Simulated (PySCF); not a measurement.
Isomers of C7H14F2Si.

All values: PBE0/pcSseg-1 (PySCF) at GFN2-xTB geometries, gas phase, one conformer each.

(1) Rank by HOMO–LUMO gap, lowest first.
A. `[CH3:1][C@H:2](/[CH:3]=[CH:4]/[SiH3:5])[CH2:6][C:7]([CH3:8])([F:9])[F:10]` with C1–C2–C3–C4 117°, C1–C2–C6–C7 -70°, C2–C6–C7–C8 -167°
B. `[CH2:1]=[CH:2][C@@:3]([CH3:4])([CH2:5][SiH2:6][CH3:7])[CH:8]([F:9])[F:10]` with C1–C2–C3–C4 -13°, C2–C3–C5–Si6 177°, C3–C5–Si6–C7 -179°, C2–C3–C8–F9 57°
C. `[CH2:1]=[CH:2][SiH2:3][C:4]([F:5])([F:6])[C:7]([CH3:8])([CH3:9])[CH3:10]` with C1–C2–Si3–C4 47°, C2–Si3–C4–F5 -164°
D. `[CH3:1][C@@H:2]1[C@@H:3]([F:4])[CH2:5][CH2:6][Si@H:7]([CH3:8])[C@H:9]1[F:10]` with C1–C2–C3–F4 50°, C2–C3–C5–C6 71°, C3–C5–C6–Si7 -59°, C5–C6–Si7–C8 163°
E. `[CH3:1][C:2]([CH3:3])([CH3:4])[C@H:5]([SiH3:6])/[C:7]([F:8])=[CH:9]/[F:10]` with C2–C5–C7–F8 67°
F. `[CH3:1][C@@H:2]([CH2:3][F:4])[Si@:5]1([CH3:6])[CH2:7][C@@H:8]([F:9])[CH2:10]1` with C1–C2–C3–F4 68°, C1–C2–Si5–C6 -55°, C2–Si5–C7–C8 -120°, Si5–C7–C8–F9 -105°, C7–C8–C10–Si5 -11°, C2–Si5–C10–C8 121°

(2) Rank by the highest IAO charge on any atom, highest value first.
A. `[CH3:1][C@@H:2]1[C@@H:3]([F:4])[CH2:5][CH2:6][Si@H:7]([CH3:8])[C@H:9]1[F:10]` with C1–C2–C3–F4 50°, C2–C3–C5–C6 71°, C3–C5–C6–Si7 -59°, C5–C6–Si7–C8 163°
B. `[CH3:1][C@H:2](/[CH:3]=[CH:4]/[SiH3:5])[CH2:6][C:7]([CH3:8])([F:9])[F:10]` with C1–C2–C3–C4 117°, C1–C2–C6–C7 -70°, C2–C6–C7–C8 -167°
C. `[CH3:1][C@@H:2]([CH2:3][F:4])[Si@:5]1([CH3:6])[CH2:7][C@@H:8]([F:9])[CH2:10]1` with C1–C2–C3–F4 68°, C1–C2–Si5–C6 -55°, C2–Si5–C7–C8 -120°, Si5–C7–C8–F9 -105°, C7–C8–C10–Si5 -11°, C2–Si5–C10–C8 121°
D. `[CH3:1][C@@H:2](/[CH:3]=[CH:4]\[SiH3:5])[CH2:6][C:7]([CH3:8])([F:9])[F:10]` with C1–C2–C3–C4 -118°, C1–C2–C6–C7 68°, C2–C6–C7–C8 164°
E. `[F:1][CH2:2][C@H:3]([F:4])[SiH2:5][CH:6]1[CH2:7][CH2:8][CH2:9][CH2:10]1` with F1–C2–C3–F4 93°, C2–C3–Si5–C6 69°, C3–Si5–C6–C7 54°, Si5–C6–C7–C8 163°, C6–C7–C8–C9 -21°, C7–C8–C9–C10 -6°, C8–C9–C10–C6 30°

(3) Rank by dipole moment, lowest first.
A. `[F:1][CH2:2][C@H:3]([F:4])[SiH2:5][CH:6]1[CH2:7][CH2:8][CH2:9][CH2:10]1` with F1–C2–C3–F4 93°, C2–C3–Si5–C6 69°, C3–Si5–C6–C7 54°, Si5–C6–C7–C8 163°, C6–C7–C8–C9 -21°, C7–C8–C9–C10 -6°, C8–C9–C10–C6 30°
B. `[CH3:1][C@H:2](/[CH:3]=[CH:4]/[SiH3:5])[CH2:6][C:7]([CH3:8])([F:9])[F:10]` with C1–C2–C3–C4 117°, C1–C2–C6–C7 -70°, C2–C6–C7–C8 -167°
C. `[CH2:1]=[CH:2][C@@:3]([CH3:4])([CH2:5][SiH2:6][CH3:7])[CH:8]([F:9])[F:10]` with C1–C2–C3–C4 -13°, C2–C3–C5–Si6 177°, C3–C5–Si6–C7 -179°, C2–C3–C8–F9 57°
D. `[CH3:1][C@@H:2]1[C@@H:3]([F:4])[CH2:5][CH2:6][Si@@H:7]([CH3:8])[C@H:9]1[F:10]` with C1–C2–C3–F4 49°, C2–C3–C5–C6 72°, C3–C5–C6–Si7 -58°, C5–C6–Si7–C8 -74°
E. `[CH3:1][C@@H:2]([CH2:3][F:4])[Si@:5]1([CH3:6])[CH2:7][C@@H:8]([F:9])[CH2:10]1` with C1–C2–C3–F4 68°, C1–C2–Si5–C6 -55°, C2–Si5–C7–C8 -120°, Si5–C7–C8–F9 -105°, C7–C8–C10–Si5 -11°, C2–Si5–C10–C8 121°
F. `[CH3:1][C@@H:2]1[C@@H:3]([F:4])[CH2:5][CH2:6][Si@H:7]([CH3:8])[C@H:9]1[F:10]` with C1–C2–C3–F4 50°, C2–C3–C5–C6 71°, C3–C5–C6–Si7 -59°, C5–C6–Si7–C8 163°

## Answers

(1) C (7.03 eV), E (7.26 eV), A (7.50 eV), B (7.85 eV), F (8.65 eV), D (8.80 eV).

(2) C (+1.028 e), A (+0.900 e), E (+0.735 e), B (+0.611 e), D (+0.584 e).

(3) A (1.30 D), B (1.79 D), D (2.01 D), C (2.33 D), F (2.52 D), E (2.83 D).

All values together:

| SMILES | μ (D) | HOMO (eV) | LUMO (eV) | lowest IAO charge (e) | highest IAO charge (e) | lowest Hirshfeld charge (e) | highest Hirshfeld charge (e) |
| --- | --- | --- | --- | --- | --- | --- | --- |
| C=C[C@@](C)(C[SiH2]C)C(F)F | 2.33 | -7.60 | 0.25 | -0.711 (C) | +0.748 (Si) | -0.211 (C) | +0.343 (Si) |
| FC[C@H](F)[SiH2]C1CCCC1 | 1.30 | -8.17 | 0.99 | -0.372 (C) | +0.735 (Si) | -0.115 (F) | +0.325 (Si) |
| C[C@@H](/C=C\[SiH3])CC(C)(F)F | 2.26 | -7.61 | -0.38 | -0.451 (C) | +0.584 (Si) | -0.150 (C) | +0.306 (Si) |
| C=C[SiH2]C(F)(F)C(C)(C)C | 2.31 | -7.82 | -0.79 | -0.433 (C) | +0.722 (Si) | -0.136 (C) | +0.323 (Si) |
| C=C(C(F)F)[Si@@H](C)CCC | 1.77 | -7.93 | -0.62 | -0.720 (C) | +0.905 (Si) | -0.216 (C) | +0.365 (Si) |
| C[C@H](/C=C/[SiH3])CC(C)(F)F | 1.79 | -7.65 | -0.14 | -0.451 (C) | +0.611 (Si) | -0.147 (C) | +0.308 (Si) |
| C[C@@H]1[C@@H](F)CC[Si@H](C)[C@H]1F | 2.52 | -7.84 | 0.96 | -0.717 (C) | +0.900 (Si) | -0.212 (C) | +0.366 (Si) |
| CC(C)(C)[C@H]([SiH3])/C(F)=C/F | 2.71 | -7.02 | 0.24 | -0.419 (C) | +0.584 (Si) | -0.124 (C) | +0.303 (Si) |
| CC(C)(C)/C(F)=C(/[SiH3])CF | 2.91 | -7.24 | -0.23 | -0.411 (C) | +0.612 (Si) | -0.133 (C) | +0.286 (Si) |
| CC(C)(C)/C(F)=C(\[SiH3])CF | 2.19 | -7.23 | -0.25 | -0.412 (C) | +0.602 (Si) | -0.133 (C) | +0.297 (Si) |
| C[C@@H]1[C@@H](F)CC[Si@@H](C)[C@H]1F | 2.01 | -7.87 | 0.99 | -0.716 (C) | +0.895 (Si) | -0.210 (C) | +0.366 (Si) |
| C[C@@H](CF)[Si@]1(C)C[C@@H](F)C1 | 2.83 | -7.64 | 1.01 | -0.715 (C) | +1.028 (Si) | -0.212 (C) | +0.402 (Si) |

Conformers: `[CH2:1]=[CH:2][C@@:3]([CH3:4])([CH2:5][SiH2:6][CH3:7])[CH:8]([F:9])[F:10]` with C1–C2–C3–C4 -13°, C2–C3–C5–Si6 177°, C3–C5–Si6–C7 -179°, C2–C3–C8–F9 57°; `[F:1][CH2:2][C@H:3]([F:4])[SiH2:5][CH:6]1[CH2:7][CH2:8][CH2:9][CH2:10]1` with F1–C2–C3–F4 93°, C2–C3–Si5–C6 69°, C3–Si5–C6–C7 54°, Si5–C6–C7–C8 163°, C6–C7–C8–C9 -21°, C7–C8–C9–C10 -6°, C8–C9–C10–C6 30°; `[CH3:1][C@@H:2](/[CH:3]=[CH:4]\[SiH3:5])[CH2:6][C:7]([CH3:8])([F:9])[F:10]` with C1–C2–C3–C4 -118°, C1–C2–C6–C7 68°, C2–C6–C7–C8 164°; `[CH2:1]=[CH:2][SiH2:3][C:4]([F:5])([F:6])[C:7]([CH3:8])([CH3:9])[CH3:10]` with C1–C2–Si3–C4 47°, C2–Si3–C4–F5 -164°; `[CH2:1]=[C:2]([CH:3]([F:4])[F:5])[Si@@H:6]([CH3:7])[CH2:8][CH2:9][CH3:10]` with C1–C2–C3–F4 18°, C1–C2–Si6–C7 139°, C2–Si6–C8–C9 57°, Si6–C8–C9–C10 -179°; `[CH3:1][C@H:2](/[CH:3]=[CH:4]/[SiH3:5])[CH2:6][C:7]([CH3:8])([F:9])[F:10]` with C1–C2–C3–C4 117°, C1–C2–C6–C7 -70°, C2–C6–C7–C8 -167°; `[CH3:1][C@@H:2]1[C@@H:3]([F:4])[CH2:5][CH2:6][Si@H:7]([CH3:8])[C@H:9]1[F:10]` with C1–C2–C3–F4 50°, C2–C3–C5–C6 71°, C3–C5–C6–Si7 -59°, C5–C6–Si7–C8 163°; `[CH3:1][C:2]([CH3:3])([CH3:4])[C@H:5]([SiH3:6])/[C:7]([F:8])=[CH:9]/[F:10]` with C2–C5–C7–F8 67°; `[CH3:1][C:2]([CH3:3])([CH3:4])/[C:5]([F:6])=[C:7](/[SiH3:8])[CH2:9][F:10]` with C5–C7–C9–F10 -149°; `[CH3:1][C:2]([CH3:3])([CH3:4])/[C:5]([F:6])=[C:7](\[SiH3:8])[CH2:9][F:10]` with C5–C7–C9–F10 158°; `[CH3:1][C@@H:2]1[C@@H:3]([F:4])[CH2:5][CH2:6][Si@@H:7]([CH3:8])[C@H:9]1[F:10]` with C1–C2–C3–F4 49°, C2–C3–C5–C6 72°, C3–C5–C6–Si7 -58°, C5–C6–Si7–C8 -74°; `[CH3:1][C@@H:2]([CH2:3][F:4])[Si@:5]1([CH3:6])[CH2:7][C@@H:8]([F:9])[CH2:10]1` with C1–C2–C3–F4 68°, C1–C2–Si5–C6 -55°, C2–Si5–C7–C8 -120°, Si5–C7–C8–F9 -105°, C7–C8–C10–Si5 -11°, C2–Si5–C10–C8 121°.
